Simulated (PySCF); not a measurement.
**Basis and Hamiltonian dependence of the excitation energy of Tl**

Tl [Xe] 4f14 5d10 6s2 6p1 (2P) → Tl [Xe] 4f14 5d10 6s1 6p2 (4P). All values are computed (PySCF 2.14, energy differences of UHF-based or UKS calculations, no spin-orbit coupling). Values in eV.

```csv
basis,Hamiltonian,functions,UHF,PBE,PBE0,MP2 (valence),CCSD(T) (valence),CCSD(T) (valence and next inner shell)
aug-cc-pVTZ-PP with ECP60MDF,ECP,55,4.309,6.217,5.863,4.845,5.018,n/a
def2-TZVPPD with the def2 core potential (60 electrons),ECP,56,4.306,6.218,5.865,4.846,5.023,5.795
"aug-cc-pVTZ-PP with one added diffuse shell each of d, f type with ECP60MDF",ECP,67,4.309,6.217,5.863,4.845,5.018,n/a
aug-cc-pVTZ-DK3,spin-free X2C,84,4.318,6.236,5.872,4.854,5.026,n/a
def2-QZVPPD with the def2 core potential (60 electrons),ECP,88,4.300,6.217,5.862,4.877,5.035,n/a
aug-cc-pVQZ-PP with ECP60MDF,ECP,92,4.301,6.216,5.862,4.878,5.034,n/a
ANO-RCC-VTZP,spin-free X2C,93,4.340,6.250,5.890,4.872,5.046,5.809
"x2c-TZVPPall with one added diffuse shell each of s, p, d, f type",spin-free X2C,99,4.350,6.253,5.891,4.875,5.045,5.803
"aug-cc-pVQZ-PP with one added diffuse shell each of s, p, d, f, g type with ECP60MDF",ECP,117,4.301,6.216,5.862,4.878,n/a,n/a
aug-cc-pVQZ-DK3,spin-free X2C,118,4.311,n/a,n/a,4.885,5.039,n/a
aug-cc-pwCVTZ-DK3,spin-free X2C,125,4.314,6.239,5.875,4.875,5.037,n/a
"aug-cc-pwCVTZ-DK3 with one added diffuse shell each of s, d, f type",spin-free X2C,138,4.314,n/a,n/a,n/a,n/a,n/a
x2c-QZVPPall,spin-free X2C,142,4.314,6.246,5.880,4.889,n/a,n/a
```

Q: Estimate the row for x2c-TZVPPall (spin-free X2C, 83 functions).

A: From the rows with the same Hamiltonian and similar size; the calculation gives UHF 4.35; PBE 6.25; PBE0 5.89; MP2 (valence) 4.87; CCSD(T) (valence) 5.05; CCSD(T) (valence and next inner shell) 5.80 (eV).

Frozen in the all-electron rows: valence: [Xe] 4f14 5d10; valence and next inner shell: [Kr] 4d10 4f14; with a core potential, the same shells as far as they lie outside it.

Spin-orbit coupling is strong in these open shells (close to jj coupling), so the scalar numbers refer to model states.
